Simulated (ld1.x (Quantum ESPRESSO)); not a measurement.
## u(r) = r·R(r): atom against pseudo-atom (aluminium (Al))

Columns: radius, all-electron u(r) and pseudo u(r) of the 3s shell (level -8.27 eV) of aluminium in the configuration [Ne] 3s1.5 3p1.5; LDA (PZ), scalar-relativistic, PAW scheme, ld1.x (Quantum ESPRESSO) 7.5.

```
r (bohr)  all-electron  pseudo
   0.115        0.0982  0.0223
   0.230       -0.1406  0.0466
   0.345       -0.2832  0.0746
   0.460       -0.3006  0.1077
   0.575       -0.2342  0.1468
   0.690       -0.1235  0.1921
   0.805        0.0039  0.2431
   0.920        0.1316  0.2987
   1.035        0.2501  0.3574
   1.150        0.3545  0.4169
   1.265        0.4432  0.4750
   1.380        0.5157  0.5292
   1.495        0.5730  0.5771
   1.610        0.6163  0.6169
   1.725        0.6471  0.6471
   1.840        0.6669  0.6669
   1.955        0.6772  0.6772
   2.070        0.6794  0.6794
   2.185        0.6748  0.6748
   2.300        0.6647  0.6647
   2.415        0.6500  0.6500
   2.530        0.6318  0.6318
   2.645        0.6109  0.6109
   2.760        0.5879  0.5879
   2.875        0.5634  0.5634
   2.990        0.5381  0.5381
```

Q: How many radial nodes do the two functions have?

A: The all-electron 3s function has n − l − 1 = 2; the pseudo-wave has 0, since the states of the same l below it are removed with the core.

Q: At about which radius was the pseudo-wave matched?

A: 1.75 bohr, where the columns begin to agree (steps of 0.12 bohr).

Q: Where does each function peak?

A: Outermost all-electron maximum near 2.07 bohr, pseudo maximum near 2.07 bohr (to the table’s step).

Q: Is the pseudo-wave norm-conserving?

A: No, it belongs to a PAW set: the norm inside the radius is not constrained, and the difference is carried by the augmentation charge.
